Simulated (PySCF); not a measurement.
## Excitation energy of Cd by level of theory

Cd [Kr] 4d10 5s2 (1S) → Cd [Kr] 4d9 5s2 6s1 (3D), as a difference of total energies. All numbers are calculated (PySCF 2.14, scalar relativity through the core potential, in aug-cc-pwCVDZ-PP with ECP28MDF). Correlated levels: valence and next inner shell: nothing frozen outside the core potential. The calculations carry no spin-orbit coupling.

```json
{"method": "UHF", "excitation energy (eV)": "13.753"}
{"method": "MP2 (valence and next inner shell)", "excitation energy (eV)": "15.034"}
{"method": "SCS-MP2 (valence and next inner shell)", "excitation energy (eV)": "14.852"}
{"method": "CCSD (valence and next inner shell)", "excitation energy (eV)": "14.700"}
{"method": "CCSD(T) (valence and next inner shell)", "excitation energy (eV)": "14.771"}
```

Question: How much does correlation contribute at CCSD(T) (valence and next inner shell)?

Answer: 14.771 − (13.753) = 1.018 eV, measured against UHF.

The upper state lies above the first ionisation limit, where it may autoionise and the basis confines it. A Rydberg-like electron needs more diffuse functions than a valence basis has.

The promoted electron is Rydberg-like, and one or two diffuse shells describe it only roughly, which tends to raise the upper state.
